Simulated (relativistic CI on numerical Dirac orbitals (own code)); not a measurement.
Transition arrays of In VII

Computed by Dirac-Coulomb-Breit CI, KLI orbitals optimised for each configuration, model QED (radiative potential, 1s self-energy scaled to tabulated hydrogen-like ionisation energies), valence Slater integrals scaled by 0.9, whole transition arrays (own radial code, finite nucleus).

Configuration list (outside the closed core [Ar] 3d10 4s2): 4p6.4d7, 4p6.4d6.4f, 4p5.4d8, 4p6.4d6.5p, 4p6.4d6.5f. Levels of other configurations are missing.

All E1 lines from the levels of 4p6.4d7; mean and standard deviation are weighted by gf, and upper levels are sorted by their leading configuration.

```
Upper configuration  Lines    Σgf  Mean (eV)  Mean (nm)  σ (eV)  Strongest line (nm)
         4p6.4d6.4f   3018  463.6      68.82     18.015    3.49               17.825
            4p5.4d8     51   33.3      81.52     15.208    7.48               14.225
         4p6.4d6.5p   1718  105.7      45.55     27.221    1.69               27.680
         4p6.4d6.5f   3047  916.0      84.64     14.648    4.44               14.275
```

Σgf per state of the lower configuration in bins of 0.5 nm over the central range (centre: value): 13.75: 0.32, 14.25: 5.39, 14.75: 0.65, 15.25: 0.24, 15.75: 0.27, 16.25: 0.33, 16.75: 0.75, 17.25: 0.65, 17.75: 1.87, 18.25: 0.40, 18.75: 0.25, 19.25: 0.21, 19.75: 0.19, 20.25: 0.09, 20.75: 0.07, 26.25: 0.09, 26.75: 0.17, 27.25: 0.21.

How do configuration mixing and the scaling of the Slater integrals move the arrays?

Slater scale 0.9, no configuration mixing: 4p6.4d6.4f 70.6 ± 2.6 eV (Σgf 969.5), 4p5.4d8 73.6 ± 5.3 eV (Σgf 224.2), 4p6.4d6.5p 45.5 ± 1.6 eV (Σgf 122.0), 4p6.4d6.5f 81.9 ± 1.9 eV (Σgf 69.3); Slater scale 1: 4p6.4d6.4f 69.8 ± 3.7 eV (Σgf 437.9), 4p5.4d8 89.0 ± 1.8 eV (Σgf 39.5), 4p6.4d6.5p 45.6 ± 1.9 eV (Σgf 104.8), 4p6.4d6.5f 85.5 ± 4.7 eV (Σgf 963.5); Slater scale 0.8: 4p6.4d6.4f 67.6 ± 3.2 eV (Σgf 457.8), 4p5.4d8 74.4 ± 4.9 eV (Σgf 135.4), 4p6.4d6.5p 45.5 ± 1.5 eV (Σgf 106.7), 4p6.4d6.5f 84.5 ± 3.2 eV (Σgf 791.7). With mixing, levels are counted to their leading configuration, so an array can shrink or vanish into another, and the sums then hold other lines.
